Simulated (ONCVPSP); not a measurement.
## W (Z = 74): variants of one ONCV potential

Base potential:

ONCVPSP 4.0.1 input, shortened (lines: element, Z, core and valence counts, functional; n l f; lmax; l rc ep ncon nbas qcut; lloc lpopt rc5 dvloc0; l nproj debl; icmod fcfact rcfact), LDA (Perdew-Zunger), scalar-relativistic:

```
  W 74.00    9    6        3      upf
    1    0    2.00
    2    0    2.00
    2    1    6.00
    3    0    2.00
    3    1    6.00
    3    2   10.00
    4    0    2.00
    4    1    6.00
    4    2   10.00
    4    3   14.00
    5    0    2.00
    5    1    6.00
    5    2    4.00
    6    0    1.50
    6    1    0.50
    3
    0    1.75    0.00    5    9    7.70
    1    1.95    0.00    4    7    8.40
    2    1.70    0.00    5    9    6.00
    3    0.50    0.00    4    8   23.50
    4    1    0.35    1.00
    0    2    1.20
    1    2    0.80
    2    2    2.20
    3    2    1.10
    3    4.00    1.75
```

In the f channel the program set the typed energies aside and used -1.260, 0.250 Ha.

Cutoffs, loose and tight: the cutoffs (Ha) at which the residual kinetic energy of the hardest occupied pseudo-wave falls to 1 and 0.1 mHa per electron. They do not see the model core or the augmentation charge, which bear on the density cutoff. Test errors are all-electron minus pseudo excitation energies from the reference, over the configurations 4f14 5s2 5p6 5d4 6s2 6p0; 4f14 5s2 5p6 5d4 6s1 6p0; 4f14 5s2 5p6 5d4 6s0 6p0; 4f14 5s2 5p6 5d5 6s0 6p0. A dash means not determined; rows that change the core or the reference have their own tests.

A true bound ghost makes a file unfit for plane-wave use even where its test errors are small: the radial tests pick states by their node count and pass the ghost by.

| change | outcome | cutoff, loose | cutoff, tight | bound ghosts | GHOST(+) flags above zero | largest test error (meV) |
| --- | --- | --- | --- | --- | --- | --- |
| base | generated, projector energies reset by the program | 1044 Ha | 1346 Ha | s, p, d | f | -14 |
| s: nproj 3 | generated, projector energies reset by the program | 1044 Ha | 1346 Ha | s, p, d | s, f | -14 |
| f: qcut 21.3 | generated, projector energies reset by the program | 1108 Ha | 1471 Ha | s, p, d | none | -14 |
| core correction Teter function, fcfact 4, rcfact 1.3 | generated, projector energies reset by the program | 1044 Ha | 1346 Ha | s, p, d | f | -11 |
| d: rc 1.6 | generated, projector energies reset by the program | 1044 Ha | 1346 Ha | s, p, d | f | -14 |
| core correction Teter function, fcfact 1.4, rcfact 1.75 | generated, projector energies reset by the program | 1044 Ha | 1346 Ha | s, p, d | f | -12 |

Question: What comes out with this change to the base: all radii but the core radius scaled by about 1.18 (s 2.06, p 2.30, d 2.00, f 0.58 bohr); local potential polynomial inside 0.42 bohr (lpopt 1, dvloc0 1 Ha)?

Answer: outcome: generated, projector energies reset by the program; cutoff, loose: 521 Ha; cutoff, tight: 815 Ha; bound ghosts: s, p, d; GHOST(+) flags above zero: s; largest test error (meV): -16.
